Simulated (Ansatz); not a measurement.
Reaction R1 → 2 P1, each structure at its B3LYP-D3(BJ)/def2-TZVP stationary point, reached from a drawn start (curvature not checked).
P1: N atom, charge 0, multiplicity 4.
R1, N2 (SMILES N#N) (charge 0, multiplicity 1):
```xyz
2

N      0.0000     0.0000    -0.5455
N      0.0000     0.0000     0.5455
```

P less R. No zero-point or thermal terms; singlets are restricted closed shells; open shells are unrestricted.

Frozen-core correlation throughout.

Codes used: Ansatz (a quantum-chemistry and plane-wave program). Each number belongs to the level named beside it.

The comparison value is 930.8 kJ/mol (CCSD(T)/cc-pVQZ). It is a level with limits of its own, not the exact answer.

Question: Order these levels by how close they come to the comparison value for the reaction energy, closest first: HF/cc-pVTZ, B97M-V/def2-TZVPP, BHLYP/def2-TZVPP, r2SCAN/def2-TZVPP, CAM-B3LYP/def2-TZVPP. Give each level's value less the comparison value.

Answer: B97M-V/def2-TZVPP (8.0 kJ/mol), r2SCAN/def2-TZVPP (-11.6 kJ/mol), CAM-B3LYP/def2-TZVPP (25.1 kJ/mol), BHLYP/def2-TZVPP (-63.3 kJ/mol), HF/cc-pVTZ (-449.5 kJ/mol)
